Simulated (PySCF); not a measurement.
**Spinor energies of Rh (rhodium, neutral)**

Start: [Kr] 4d8 5s1; 4d3/2 filled at m_j = -1/2, +1/2, +3/2; 4d5/2 filled at m_j = -3/2, -1/2, +1/2, +3/2, +5/2; 5s1/2 filled at m_j = +1/2. Calculated with PySCF 2.14 in x2c-SVPall-2c with one added diffuse shell each of s, p, d type (7s9p7d1f, 76 functions): generalised Hartree-Fock with the X2C-1e Hamiltonian and a Gaussian nucleus; one run each with spin-orbit coupling (SO) switched off, then screened by Boettger's factors. This is a chosen level, not necessarily the ground level.

| spinor shell | electrons | ε, spin-free (eV) | ε, screened SO (eV) | weight of nominal j (screened SO) | rms radius, screened SO (bohr) |
| --- | --- | --- | --- | --- | --- |
| 1s1/2 | 2 | -23338.2 | -23336.7 | 1.000 | 0.0375 |
| 2s1/2 | 2 | -3464.0 | -3463.5 | 1.000 | 0.154 |
| 2p1/2 | 2 | -3098.5 | -3198.7 | 1.000 | 0.134 |
| 2p3/2 | 4 | -3098.5 | -3051.8 | 1.000 | 0.138 |
| 3s1/2 | 2 | -653.82 | -653.66 | 1.000 | 0.415 |
| 3p1/2 | 2 | -530.28 | -548.13 | 1.000 | 0.412 |
| 3p3/2 | 4 | -530.28 | -521.86 | 1.000 | 0.422 |
| 3d3/2 | 4 | -332.96 | -336.08 | 0.997 | 0.401 |
| 3d5/2 | 6 | -332.96 | -330.70 | 0.998 | 0.405 |
| 4s1/2 | 2 | -101.00 | -100.94 | 1.000 | 1.05 |
| 4p1/2 | 2 | -63.580 | -67.589 | 0.946 | 1.15 |
| 4p3/2 | 4 | -63.580 | -61.616 | 0.973 | 1.18 |
| 4d5/2 | 5 | -11.697 | -11.606 | 0.617 | 1.73 |
| 4d3/2 | 3 | -11.697 | -11.864 | 0.643 | 1.72 |
| 5s1/2 | 1 | -6.483 | -6.483 | 0.999 | 3.79 |

```tsv
quantity	spin-free	screened SO
E (hartree)	-4780.39470	-4781.12125
M_J	9/2	9/2
⟨J²⟩	24.759	24.759
⟨L²⟩	12.007	12.047
⟨S²⟩	3.751	3.752
```

Each row is a mean over spinors that exchange with the open shell spreads, by up to 6.996 eV (4p3/2).

Rows whose weight is well below 1 are mixtures of j = l ± 1/2: exchange outweighs spin-orbit coupling there, and the label is only the starting occupation.

Breit and QED terms are absent; they matter most for the inner s and p1/2 levels.

Densities and radii are taken from the X2C orbitals without a picture-change correction, which distorts them close to the nucleus.

Without spin-orbit coupling the j labels of p, d and f shells carry no meaning; the spin-free column gives the mean over the occupied spinors of each nl shell.
